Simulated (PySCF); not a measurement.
# Simulated absorption spectrum

Compound: CH7FOSi2.
Z-matrix (Å and degrees, GFN2-xTB geometry), rows numbered from 1:
```
C 
O   1  1.3924
Si  2  1.6256  1  127.56
Si  3  2.2844  2   99.70  1   179.99
F   4  1.6195  3  104.40  2  -179.93
H   1  1.0903  2  108.29  3   179.88
H   1  1.0923  2  110.78  3    60.04
H   1  1.0922  2  110.76  3   -60.30
H   3  1.4760  2  110.07  1    56.69
H   3  1.4760  2  110.06  1   -56.72
H   4  1.4632  3  118.72  2    67.00
H   4  1.4632  3  118.73  2   -66.84
```

Computed with TDDFT PBE0/def2-SVPD, vertical, gas phase, core orbitals frozen in the response (PySCF 2.14.0, density-fitted response routines).

Computed states:

```json
{"state": "S1", "E (eV)": "6.02", "f": "0.0006"}
{"state": "S2", "E (eV)": "6.04", "f": "0.037"}
{"state": "S3", "E (eV)": "7.03", "f": "0.0064"}
{"state": "S4", "E (eV)": "7.16", "f": "0.0073"}
{"state": "S5", "E (eV)": "7.41", "f": "0.025"}
{"state": "S6", "E (eV)": "7.47", "f": "0.042"}
```

Each state is given a Gaussian of 0.3 eV full width at half maximum, with ε(max) = 2.175×10⁸ f / Δν̃ (Δν̃ the width in cm⁻¹). The cross-section is σ = 3.8235×10⁻²¹ ε cm², given in Mb (10⁻¹⁸ cm²). The width is an assumption, not a result. The curve ends short of the highest state used, and states not computed would add to its high-energy end.

Question: Give the broadened spectrum and its maxima.

Answer: 
```json
{"λ (nm)": "180.5", "σ (Mb)": "1.22"}
{"λ (nm)": "182.3", "σ (Mb)": "0.51"}
{"λ (nm)": "184.2", "σ (Mb)": "0.16"}
{"λ (nm)": "186.0", "σ (Mb)": "0.04"}
{"λ (nm)": "187.8", "σ (Mb)": "0.01"}
{"λ (nm)": "189.7", "σ (Mb)": "0.01"}
{"λ (nm)": "191.5", "σ (Mb)": "0.04"}
{"λ (nm)": "193.3", "σ (Mb)": "0.16"}
{"λ (nm)": "195.2", "σ (Mb)": "0.62"}
{"λ (nm)": "197.0", "σ (Mb)": "1.71"}
{"λ (nm)": "198.9", "σ (Mb)": "3.95"}
{"λ (nm)": "200.7", "σ (Mb)": "7.03"}
{"λ (nm)": "202.5", "σ (Mb)": "10.28"}
{"λ (nm)": "204.4", "σ (Mb)": "12.52"}
{"λ (nm)": "206.2", "σ (Mb)": "12.58"}
{"λ (nm)": "208.0", "σ (Mb)": "10.68"}
{"λ (nm)": "209.9", "σ (Mb)": "7.56"}
{"λ (nm)": "211.7", "σ (Mb)": "4.67"}
{"λ (nm)": "213.5", "σ (Mb)": "2.49"}
{"λ (nm)": "215.4", "σ (Mb)": "1.11"}
{"λ (nm)": "217.2", "σ (Mb)": "0.45"}
{"λ (nm)": "219.1", "σ (Mb)": "0.15"}
{"λ (nm)": "220.9", "σ (Mb)": "0.05"}
{"λ (nm)": "222.7", "σ (Mb)": "0.01"}
```

Maxima: 205 nm (6.04 eV), ε about 3400, made up of S2 (98%) (ε in L mol⁻¹ cm⁻¹; maxima over ε = 5, shares over 10%). At its high-energy end, 6.87 eV, the curve is still rising (ε about 320, from S3 and S4).

Question: What would ε be at 6.04 eV, the highest of these maxima, with half the width (0.15 eV)?

Answer: About 6700 L mol⁻¹ cm⁻¹ against 3350, a factor of about 2.00; a lone state at its own centre would give exactly 2.

Question: Coming from long wavelengths, where does ε first pass 100 L mol⁻¹ cm⁻¹?

Answer: At about 218 nm (5.70 eV), 0.32 eV below S1.

Question: On this curve, what absorbance would a 10⁻³ mol/L sample give at 222 nm over a 1 cm path?

Answer: 222 nm is 5.585 eV, where ε is about 6.1 L mol⁻¹ cm⁻¹, so A = ε c l ≈ 0.0061 (Beer–Lambert, with the gas-phase spectrum and the assumed width).

One conformer stands for the species.
